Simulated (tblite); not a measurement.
Problem. Write Cartesian coordinates for `CO[SiH]N` [radical] as optimised with GFN2-xTB. (Doublet state.)

Solution. 
```
atom  x, y, z in Å
C1    -1.5312   -0.2979    0.3107
O2    -0.7707    0.7123   -0.2610
Si3    0.8321    1.0069   -0.1201
N4     1.7080   -0.4371   -0.4796
H5    -1.6556   -0.1266    1.3843
H6    -1.0674   -1.2773    0.1676
H7    -2.5147   -0.2940   -0.1635
H8     0.8853    2.1474   -1.0240
H9     1.4107   -0.9928   -1.2740
H10    2.7124   -0.4361   -0.4157
```

Any rigid rotation of these coordinates is as good. Atoms count from 1 in this order. Si3 (silicon bonded to N, O and H) is pyramidal (angles 120.5°, 109.2° and 97.1°, sum 326.7°, 0.54 Å off the plane of its three neighbours). N4 (nitrogen bonded to Si and 2 H) is pyramidal (angles 119.5°, 118.2° and 110.0°, sum 347.7°, 0.24 Å off the plane of its three neighbours).

Bonds between heavy atoms (Å): C1–O2 1.388, O2–Si3 1.636, Si3–N4 1.727.

Computed geometry: GFN2-xTB, gas phase. This method treats the open shell by occupation alone, without spin polarisation.

Point group: C1 (no symmetry element, even within 0.4 Å). Its GFN2-xTB frequencies are all real (lowest 77 cm⁻¹). Torsions: C1–O2–Si3–N4 52°, O2–Si3–N4–H 43° and -178°. 2 starts were optimised and ended at 0.00 and 0.09 kcal/mol (GFN2-xTB); the lowest of these is shown.

One conformer stands for the species.
